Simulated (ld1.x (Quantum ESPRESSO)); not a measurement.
The numbers below are computed, except where a source is named.
## Hardness and transferability of assorted potentials

Generated with ld1.x 7.5 (TM, RRKJ, ultrasoft, PAW), atompaw 4.2 or ONCVPSP 4.0.1. The cutoff is in Ry: for ld1.x and atompaw files where the sum of valence levels is converged to 10 mRy in a Bessel basis, for ONCV files where the hardest occupied wave has 1 mHa per electron of residual kinetic energy. The error is the largest all-electron minus pseudo excitation energy over each file’s own four to seven test configurations (ionisations up to +4, promotions, holes and added fractions of an electron), all of which were solved. The labels leave out finer settings (local radius, basis sizes, second energies), which also bear on the numbers. Spin-polarised tests are not counted. The rows are a selection from randomly drawn settings: files with unsolved tests, undetermined cutoffs or missed reference levels are left out.

A true bound ghost makes a file unfit for plane-wave use even where its test errors are small: the radial tests pick states by their node count and pass the ghost by.

| element | potential | cutoff (Ry) | largest error (meV) | bound ghosts |
| --- | --- | --- | --- | --- |
| Ne | TM semilocal, PBE, scalar-relativistic, rc 0.54/0.88 (sp), local p, core correction no, reference 2s2 2p5 | 260 | +286 | none |
| Ti | TM, PW91, scalar-relativistic, rc 2.00/3.25/1.50 (spd), local smoothed, core correction yes, reference 3d2 4s1 4p0 | 80 | -548 | s, p |
| Cu | TM, BLYP, scalar-relativistic, rc 0.90/1.20/1.35 (spd), local s, core correction no, reference 3s2 3p6 3d9.5 4s0 4p0 | 200 | +464 | none |
| Cd | TM, LDA (PZ), fully relativistic, rc 1.70/0.86/1.80 (spd), local s, core correction yes, reference 4p6 4d10 5s1 5p0 | 180 | -904 | none |
| Hf | TM semilocal, PBE, scalar-relativistic, rc 2.20/3.35/1.70/3.35 (spdf), local d, core correction yes, reference 5d2 6s1.5 6p0.5 | 25 | -222 | none |
| Pt | TM, PBEsol, fully relativistic, rc 1.90/1.25/1.35 (spd), local s, core correction yes, reference 5p6 5d8 6s0 6p0 | 120 | -595 | none |

Problem. Fill in the row for Xe: PAW, PBE, scalar-relativistic, rc 1.70/2.10/1.50 (spd), local smoothed, core correction yes, reference 4d10 5s2 5p5.5.

Solution. cutoff 70 Ry, largest error -92 meV, bound ghosts: none.
